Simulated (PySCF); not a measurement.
F₆Si (SMILES F[Si-2](F)(F)(F)(F)F), charge -2, singlet, at a GFN2-xTB geometry (in this run its highest filled SCF level lies above zero, so its values depend strongly on the basis, on diffuse functions most of all); DF-MN15/pcseg-1 (PySCF).

The PySCF input:
```python
from pyscf import gto, scf, dft

mol = gto.Mole()
mol.atom = '''
    F     0.398849   -1.654343   -0.164620
    Si    0.000000    0.000000   -0.000000
    F     1.175047    0.400278   -1.175616
    F    -1.175047   -0.400278    1.175616
    F     1.176101    0.161115    1.230390
    F    -0.398849    1.654343    0.164620
    F    -1.176101   -0.161115   -1.230390
'''
mol.basis = 'pcseg-1'
mol.charge = -2
mol.spin = 0
mol.verbose = 4
mol.build()

mf = dft.RKS(mol)
mf.xc = 'mn15'
mf = mf.density_fit(auxbasis='def2-universal-jkfit')
mf.kernel()
mf.analyze()
```

It wrote (shortened):

```
PySCF version 2.14.0

[INPUT] verbose = 4
[INPUT] num. atoms = 7
[INPUT] num. electrons = 70
[INPUT] charge = -2
[INPUT] spin (= nelec alpha-beta = 2S) = 0
[INPUT] symmetry False subgroup None
[INPUT] Mole.unit = angstrom
[INPUT] Symbol           X                Y                Z      unit          X                Y                Z       unit  Magmom
[INPUT]  1 F      0.398849000000  -1.654343000000  -0.164620000000 AA    0.753715375057  -3.126255186091  -0.311086714626 Bohr   0.0
[INPUT]  2 Si     0.000000000000   0.000000000000   0.000000000000 AA    0.000000000000   0.000000000000   0.000000000000 Bohr   0.0
[INPUT]  3 F      1.175047000000   0.400278000000  -1.175616000000 AA    2.220517013492   0.756415793689  -2.221592267657 Bohr   0.0
[INPUT]  4 F     -1.175047000000  -0.400278000000   1.175616000000 AA   -2.220517013492  -0.756415793689   2.221592267657 Bohr   0.0
[INPUT]  5 F      1.176101000000   0.161115000000   1.230390000000 AA    2.222508784827   0.304463224559   2.325100126404 Bohr   0.0
[INPUT]  6 F     -0.398849000000   1.654343000000   0.164620000000 AA   -0.753715375057   3.126255186091   0.311086714626 Bohr   0.0
[INPUT]  7 F     -1.176101000000  -0.161115000000  -1.230390000000 AA   -2.222508784827  -0.304463224559  -2.325100126404 Bohr   0.0

nuclear repulsion = 484.334515682775
number of shells = 21
number of NR pGTOs = 194
number of NR cGTOs = 102
basis = pcseg-1
ecp = {}

******** <class 'pyscf.df.df_jk.DFRKS'> ********
method = DFRKS
initial guess = minao
damping factor = 0
level_shift factor = 0
DIIS = <class 'pyscf.scf.diis.CDIIS'>
diis_start_cycle = 1
diis_space = 8
diis_damp = 0
SCF conv_tol = 1e-09
SCF conv_tol_grad = None
SCF max_cycles = 50
direct_scf = False
XC library pyscf.dft.libxc version 7.1.2
    S. Lehtola, C. Steigemann, M. J. T. Oliveira, and M. A. L. Marques,  SoftwareX 7, 1–5 (2018)
XC functionals = mn15
    H. S. Yu, X. He, S. L. Li, and D. G. Truhlar,  Chem. Sci. 7, 5032–5051 (2016)
    H. S. Yu, X. He, S. L. Li, and D. G. Truhlar,  Chem. Sci. 7, 5032–5051 (2016)
radial grids:
    Treutler-Ahlrichs [JCP 102, 346 (1995); DOI:10.1063/1.469408] (M4) radial grids

becke partition: Becke, JCP 88, 2547 (1988); DOI:10.1063/1.454033
pruning grids: <function nwchem_prune>
grids dens level: 3
symmetrized grids: False
atomic radii adjust function: <function treutler_atomic_radii_adjust>
small_rho_cutoff = 0
Set gradient conv threshold to 3.16228e-05
Initial guess from minao.
tot grids = 104752
******** <class 'pyscf.df.df.DF'> ********
auxbasis = def2-universal-jkfit
init E= -888.289918204049
  HOMO = -0.503527134468258  LUMO = 0.0497918344162356  gap/eV = 15.05658
cycle= 1 E= -887.956744877961  delta_E= 0.333  |g|= 1.24  |ddm|= 2.73
  HOMO = 0.132485732567551  LUMO = 0.594322450619849  gap/eV = 12.56722
cycle= 2 E= -887.856510571082  delta_E=  0.1  |g|= 1.52  |ddm|= 1.61
  HOMO = 0.0155302670385602  LUMO = 0.563453207358476  gap/eV = 14.90974
cycle= 3 E= -888.195838653595  delta_E= -0.339  |g|= 0.0123  |ddm|= 0.856
  HOMO = 0.0120684409155479  LUMO = 0.560509282540239  gap/eV = 14.92384
cycle= 4 E= -888.195887962192  delta_E= -4.93e-05  |g|= 0.00407  |ddm|= 0.0264
  HOMO = 0.0123561424798346  LUMO = 0.561037764468433  gap/eV = 14.93039
cycle= 5 E= -888.195891684267  delta_E= -3.72e-06  |g|= 0.00122  |ddm|= 0.00598
  HOMO = 0.0121508965581085  LUMO = 0.560829015161133  gap/eV = 14.93029
cycle= 6 E= -888.195891965094  delta_E= -2.81e-07  |g|= 5.33e-05  |ddm|= 0.00142
  HOMO = 0.0121396823315126  LUMO = 0.56081541928899  gap/eV = 14.93023
cycle= 7 E= -888.195891966081  delta_E= -9.87e-10  |g|= 1.52e-05  |ddm|= 0.000125
  HOMO = 0.0121410825476119  LUMO = 0.560815825192407  gap/eV = 14.93020
Extra cycle  E= -888.19589196606  delta_E= 2.11e-11  |g|= 2e-05  |ddm|= 1.95e-05
converged SCF energy = -888.19589196606
**** SCF Summaries ****
Total Energy =                        -888.195891966059776
Nuclear Repulsion Energy =             484.334515682775077
One-electron Energy =                -2236.281577203819324
Two-electron Energy =                  863.751169554984472
Two-electron Coulomb Energy =          947.808022132097790
DFT Exchange-Correlation Energy =      -84.056852577113332
HOMO-LUMO gap [eV] =                    14.930200221531678
**** MO energy ****
MO #1   energy= -64.9824854190058  occ= 2
MO #2   energy= -23.8102170689741  occ= 2
MO #3   energy= -23.8101642221915  occ= 2
MO #4   energy= -23.8101473898987  occ= 2
MO #5   energy= -23.8101295902636  occ= 2
MO #6   energy= -23.8100408736791  occ= 2
MO #7   energy= -23.8100208550724  occ= 2
MO #8   energy= -4.84868242396743  occ= 2
MO #9   energy= -3.37205311104662  occ= 2
MO #10  energy= -3.37205192326137  occ= 2
MO #11  energy= -3.37205133794105  occ= 2
MO #12  energy= -0.810409994223749 occ= 2
MO #13  energy= -0.761674279093977 occ= 2
MO #14  energy= -0.761669656562803 occ= 2
MO #15  energy= -0.761665835765063 occ= 2
MO #16  energy= -0.740462437903572 occ= 2
MO #17  energy= -0.74046031821188  occ= 2
MO #18  energy= -0.202115741255311 occ= 2
MO #19  energy= -0.129401827792673 occ= 2
MO #20  energy= -0.129390907587035 occ= 2
MO #21  energy= -0.129385891938652 occ= 2
MO #22  energy= -0.0826651448103888 occ= 2
MO #23  energy= -0.0826584836746171 occ= 2
MO #24  energy= -0.0826496198429574 occ= 2
MO #25  energy= -0.0533087452621688 occ= 2
MO #26  energy= -0.0532993710518524 occ= 2
MO #27  energy= -0.0198799358332513 occ= 2
MO #28  energy= -0.0198756662277172 occ= 2
MO #29  energy= -0.0198745747537986 occ= 2
MO #30  energy= -0.0187476008267333 occ= 2
MO #31  energy= -0.0187421008143702 occ= 2
MO #32  energy= -0.0187360003902512 occ= 2
MO #33  energy= 0.0121347010089644 occ= 2
MO #34  energy= 0.0121383710330298 occ= 2
MO #35  energy= 0.0121410825476119 occ= 2
MO #36  energy= 0.560815825192407  occ= 0
MO #37  energy= 0.564736212258298  occ= 0
MO #38  energy= 0.56474892670858   occ= 0
MO #39  energy= 0.564754561750695  occ= 0
MO #40  energy= 0.70287511224589   occ= 0
MO #41  energy= 0.799192378032904  occ= 0
MO #42  energy= 0.799205390919134  occ= 0
MO #43  energy= 0.799212219314176  occ= 0
 ** Mulliken pop on meta-lowdin orthogonal AOs  **
 ** Mulliken pop  **
 ** Mulliken atomic charges  **
charge of    0F =     -0.60425
charge of    1Si =      1.62549
charge of    2F =     -0.60425
charge of    3F =     -0.60425
charge of    4F =     -0.60425
charge of    5F =     -0.60425
charge of    6F =     -0.60425

WARN: System has nonzero charge -2; the dipole moment is origin-dependent.
Location of origin: [0. 0. 0.]

Dipole moment(X, Y, Z, Debye): -0.00000,  0.00000, -0.00000
```
